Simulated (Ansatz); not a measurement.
CH3FOZn (`O[CH2][Zn][F]`) at its PBE0-D4/def2-TZVP geometry, where that method's forces vanish. The species carries charge 0 and has multiplicity 1.

```xyz
7

O     1.2494    0.4695   -0.7512
C     0.0922   -0.3240   -0.5369
Zn   -1.0343    0.2972    0.9326
F    -2.0215    0.8853    2.2616
H     1.8730    0.3075   -0.0408
H     0.3420   -1.3844   -0.4141
H    -0.5008   -0.2511   -1.4511
```

(1) What forces (eV/Å) does PBE-D4/def2-TZVPP give on these atoms in the Gaussian-basis code of Ansatz? (An estimate is asked.)

## Answers

(1) Computed: 
```
O1   0.014  0.336 -0.423
C2  -0.117 -0.056  0.090
Zn3  0.092 -0.113 -0.164
F4  -0.166  0.116  0.236
H5   0.308 -0.090  0.359
H6   0.013 -0.222  0.071
H7  -0.143  0.029 -0.168
```
